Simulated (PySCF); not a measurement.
Correlation energy of Ar⁺ (argon, charge +1)

[Ne] 3s2 3p5, 2P determinant. Computed with PySCF 2.14 in x2c-TZVPall (5s5p2d1f, 37 functions), with the spin-free X2C one-electron Hamiltonian (Gaussian nucleus). Frozen: [Ne]; 7 electrons correlated.

MP2 pair energies summed by pair of shells (mhartree):

| pair | energy | share (%) |
| --- | --- | --- |
| 3p-3p | -103.36 | 63.6 |
| 3s-3p | -50.35 | 31.0 |
| 3s-3s | -8.73 | 5.4 |

Total MP2 correlation energy: -162.44 mhartree.

Same-spin part -37.83 and opposite-spin part -124.61 mhartree; SCS-MP2 scales them by 1/3 and 6/5 to -162.15 mhartree.

```tsv
level	correlation energy (mhartree)
CCSD	-188.10
(T)	-5.25
CCSD(T)	-193.35
```

Diagnostics: T1 = 0.0063, D1 = 0.0217, largest double amplitude 0.054.

Cost of the coupled-cluster step: 0.41 s of wall time on 1 thread of Neoverse-V2 (shared host), for 7 correlated electrons.

Iterations:

```
CC2 = 0
CCSD nocc = (np.int64(4), np.int64(3)), nmo = (32, 32)
frozen orbitals [[0, 1, 2, 3, 4], [0, 1, 2, 3, 4]]
max_cycle = 100
direct = 0
conv_tol = 1e-08
conv_tol_normt = 1e-06
diis_space = 8
diis_start_cycle = 0
Init t2, MP2 energy = -0.162443166749561
Init E_corr(UCCSD) = -0.162443166749879
cycle = 1  E_corr(UCCSD) = -0.182447450174952  dE = -0.0200042834  norm(t1,t2) = 0.03706
cycle = 2  E_corr(UCCSD) = -0.186455980955169  dE = -0.00400853078  norm(t1,t2) = 0.0116214
cycle = 3  E_corr(UCCSD) = -0.188163683409343  dE = -0.00170770245  norm(t1,t2) = 0.00460968
cycle = 4  E_corr(UCCSD) = -0.188097250279491  dE = 6.64331299e-05  norm(t1,t2) = 0.000539595
cycle = 5  E_corr(UCCSD) = -0.188098290347823  dE = -1.04006833e-06  norm(t1,t2) = 7.22842e-05
cycle = 6  E_corr(UCCSD) = -0.188098572196861  dE = -2.81849038e-07  norm(t1,t2) = 1.36326e-05
cycle = 7  E_corr(UCCSD) = -0.188098614562597  dE = -4.23657364e-08  norm(t1,t2) = 2.21283e-06
cycle = 8  E_corr(UCCSD) = -0.188098607231237  dE = 7.33136013e-09  norm(t1,t2) = 4.81717e-07
UCCSD converged
E(UCCSD) = -528.2671247860166  E_corr = -0.1880986072312371
UCCSD(T) correction = -0.0052492157900676
```
